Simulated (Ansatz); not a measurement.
Compare A (`ClC1C[SiH2]1`) with its isomer B (`CC[Si]Cl`).

Calculated with Ansatz (gas phase, PBE0-D4/def2-TZVP geometries, no zero-point term in ΔE). CCSD(T)/CBS is the MP2 limit (def2-TZVPP, def2-QZVPP) plus CCSD(T) − MP2 in def2-TZVPP, frozen cores. Functionals use def2-TZVPP. B3LYP here is the variant with VWN-RPA as its local correlation; programs differ in this. One conformer a species, not always the lowest.

A:

```xyz
9

Cl   -1.3291    1.9591   -0.1493
C    -0.0342    0.8543    0.3006
C     0.5431   -0.0352   -0.8048
Si   -0.3198   -0.9616    0.5487
H     0.6984    1.3647    0.9160
H     0.0243    0.0207   -1.7569
H     1.6232   -0.0291   -0.9098
H    -1.6648   -1.4996    0.2718
H     0.4590   -1.6734    1.5836
```

B:

```xyz
9

C    -0.6464    0.6694   -0.1920
C     0.7243    0.0170   -0.2386
Si    1.1166   -1.6288    0.6099
Cl   -0.7279   -2.1028    1.4737
H    -0.6616    1.6130   -0.7436
H    -0.9505    0.8773    0.8356
H    -1.4093    0.0178   -0.6218
H     1.0515   -0.1547   -1.2782
H     1.5033    0.6918    0.1550
```

(1) Which isomer does CCSD(T)/CBS put lower? Give the gap. (Estimate.)

(2) Give E(B) − E(A) in kcal/mol with B2PLYP, BLYP-D4, ωB97M-V, CCSD(T)/def2-SVP, MP2/def2-TZVPP, B3LYP-D4, B3LYP. (Best estimate.)

(3) Does the order hold for the free energy at 298.15 K (harmonic terms from PBE0-D4)? (Estimate.)

Largest T1 diagnostic: 0.012.

## Answers

(1) Ansatz gave: B, by 35.9 kcal/mol.

(2) The calculation gave: B2PLYP -36.2, BLYP-D4 -37.9, ωB97M-V -37.2, CCSD(T)/def2-SVP -38.0, MP2/def2-TZVPP -33.9, B3LYP-D4 -37.5, B3LYP -37.2. None reverses the order clearly.

(3) The calculation gave: Yes: G(B) − G(A) = -34.4 kcal/mol, for one conformer each. Modes under 60 cm⁻¹, often nearly free rotors, make the harmonic entropy too high.

Leaving LDA and LC-ωPBE aside and taking each functional with its dispersion term where it has one, the values, not all of them listed here, spread over 5.4 kcal/mol, from BLYP-D4 to r2SCAN-D4. LDA lies +2.5 kcal/mol from PBE without D4. In def2-TZVPP, CCSD(T) changes the Hartree–Fock value by +3.2 kcal/mol (the triples alone add +0.8 kcal/mol) and MP2 by +5.4 kcal/mol.
